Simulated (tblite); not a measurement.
Compound: C4H9BO3.
Numbering: `[CH3:1][C@H:2]([CH2:3][CH:4]=[O:5])[B:6]([OH:7])[OH:8]` (hydrogens: H9, H10, H11 on C1; H12 on C2; H13, H14 on C3; H15 on C4; H16 on O7; H17 on O8)

Computed with GFN2-xTB (tblite), gas phase: L-BFGS steps from a force-field or distance-geometry start until the largest atomic force falls under 0.01 eV/Å.

Step 58: E = -725.0610 eV
```
atom  x, y, z in Å  |  force x, y, z in eV/Å
C1     -0.1846    1.5640    0.5678    0.013  -0.011   0.015
C2      0.1415    0.1891   -0.0339   -0.018   0.006   0.010
C3     -0.9277   -0.8428    0.3478   -0.041   0.032  -0.003
C4     -2.2653   -0.5546   -0.2737   -0.004   0.000  -0.044
O5     -3.3254   -0.9392    0.1332    0.052   0.020   0.055
B6      1.6514   -0.2393    0.3420   -0.008  -0.057  -0.073
O7      2.6251    0.6358    0.0269   -0.007  -0.035   0.040
O8      2.0062   -1.4262    0.8983    0.080   0.068   0.043
H9     -0.2203    1.5100    1.6543    0.016  -0.036  -0.013
H10     0.5955    2.2669    0.2882   -0.034   0.010   0.009
H11    -1.1419    1.9432    0.2177   -0.029  -0.047  -0.038
H12     0.1162    0.2937   -1.1259   -0.023   0.044   0.021
H13    -0.6435   -1.8361   -0.0239    0.002   0.051   0.020
H14    -1.0564   -0.9126    1.4307    0.053  -0.020   0.004
H15    -2.1967    0.0458   -1.2019   -0.024   0.003  -0.050
H16     3.5099    0.3445    0.2493    0.027  -0.017   0.008
H17     1.3089   -2.0302    1.1427   -0.054  -0.011  -0.004
```

Step 59: E = -725.0627 eV
```
atom  x, y, z in Å  |  force x, y, z in eV/Å
C1     -0.1884    1.5668    0.5692   -0.027  -0.008  -0.002
C2      0.1420    0.1919   -0.0310   -0.001   0.031   0.006
C3     -0.9243   -0.8434    0.3501   -0.012   0.033  -0.019
C4     -2.2601   -0.5563   -0.2729   -0.020   0.027  -0.022
O5     -3.3211   -0.9284    0.1423    0.021   0.010   0.050
B6      1.6524   -0.2403    0.3393   -0.019  -0.022  -0.028
O7      2.6283    0.6328    0.0266    0.004  -0.041   0.012
O8      2.0014   -1.4274    0.8984    0.062   0.039   0.036
H9     -0.2389    1.5128    1.6544    0.029  -0.045   0.009
H10     0.5948    2.2706    0.2997   -0.046   0.000   0.004
H11    -1.1440    1.9452    0.2087    0.020  -0.053  -0.030
H12     0.1159    0.3001   -1.1229   -0.028   0.026   0.022
H13    -0.6372   -1.8324   -0.0278    0.011   0.017   0.002
H14    -1.0500   -0.9234    1.4327    0.042   0.010  -0.004
H15    -2.1897    0.0335   -1.2079   -0.024  -0.009  -0.049
H16     3.5138    0.3350    0.2382    0.016  -0.011   0.020
H17     1.2979   -2.0252    1.1425   -0.027  -0.004  -0.005
```

Step 60: E = -725.0641 eV
```
atom  x, y, z in Å  |  force x, y, z in eV/Å
C1     -0.1910    1.5673    0.5677   -0.004  -0.038  -0.002
C2      0.1435    0.1935   -0.0330    0.010   0.032  -0.002
C3     -0.9204   -0.8432    0.3507    0.010   0.036  -0.026
C4     -2.2557   -0.5556   -0.2716    0.037   0.047  -0.016
O5     -3.3154   -0.9254    0.1456   -0.081  -0.023   0.078
B6      1.6536   -0.2423    0.3362   -0.013   0.009   0.014
O7      2.6331    0.6283    0.0287   -0.024  -0.027  -0.015
O8      1.9952   -1.4271    0.9054    0.045   0.034   0.002
H9     -0.2372    1.5142    1.6518    0.030  -0.049   0.059
H10     0.5851    2.2765    0.2954   -0.025   0.009  -0.009
H11    -1.1502    1.9361    0.2111   -0.018  -0.025  -0.047
H12     0.1110    0.3061   -1.1241   -0.010   0.004   0.015
H13    -0.6339   -1.8311   -0.0284    0.017  -0.003  -0.017
H14    -1.0416   -0.9269    1.4337    0.027   0.028  -0.010
H15    -2.1859    0.0338   -1.2062   -0.019  -0.003  -0.068
H16     3.5178    0.3305    0.2411    0.031  -0.024   0.032
H17     1.2849   -2.0227    1.1354   -0.012  -0.007   0.011
```

Q: Estimate the geometry and energy of step 61. (The exact step hangs on the optimiser's Hessian estimate; all steps are aligned on step 60, rigid shifts and turns removed.)

A: E = -725.0649 eV, largest force 0.057 eV/Å
```
atom  x, y, z in Å  |  force x, y, z in eV/Å
C1     -0.1935    1.5663    0.5693   -0.012  -0.014   0.016
C2      0.1437    0.1943   -0.0328    0.021   0.028  -0.015
C3     -0.9186   -0.8432    0.3513    0.023   0.023  -0.026
C4     -2.2529   -0.5549   -0.2718   -0.032   0.032   0.014
O5     -3.3139   -0.9162    0.1524   -0.012   0.013   0.027
B6      1.6543   -0.2434    0.3335   -0.005   0.031   0.037
O7      2.6348    0.6248    0.0246    0.004  -0.011  -0.024
O8      1.9938   -1.4251    0.9103   -0.007  -0.006  -0.006
H9     -0.2468    1.5089    1.6543    0.025  -0.031   0.008
H10     0.5853    2.2766    0.3034   -0.050  -0.009   0.003
H11    -1.1512    1.9353    0.2042    0.027  -0.034  -0.010
H12     0.1067    0.3097   -1.1230    0.005  -0.003  -0.001
H13    -0.6315   -1.8307   -0.0286    0.015  -0.005  -0.023
H14    -1.0365   -0.9282    1.4346    0.010   0.033  -0.017
H15    -2.1804    0.0271   -1.2126   -0.037  -0.032  -0.029
H16     3.5210    0.3299    0.2375   -0.002  -0.025   0.030
H17     1.2787   -2.0192    1.1330    0.029   0.011   0.016
```

The energy changes by -0.0009 eV. The first-order estimate −F·Δx gives -0.0015 eV and the mean of the old and new forces, exact on a quadratic surface, -0.0009 eV. The step makes an angle of 76° with the force vector and moves no atom by more than 0.012 Å.

What follows is the cost of the whole relaxation. Hardware: Arm Neoverse N1, one thread, shared host with 64 logical CPUs at a one-minute load of 60. Cost: 1.1 s of wall time.
